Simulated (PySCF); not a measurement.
A calculated (M06-L, PySCF 2.14, Sapporo-DZP-2012, scalar relativity by spin-free X2C-1e) atom or ion has these occupied shells.

| shell | electrons | orbital energy (eV) | rms radius, mean of both spins (bohr) |
| --- | --- | --- | --- |
| 1s | 2 | -108.94 | 0.483 |
| 2s | 2 | -5.711 | 2.88 |

(1) Name the element and its charge.

Answers

(1) Be (beryllium, neutral), in [He] 2s2, closed-shell 1S.
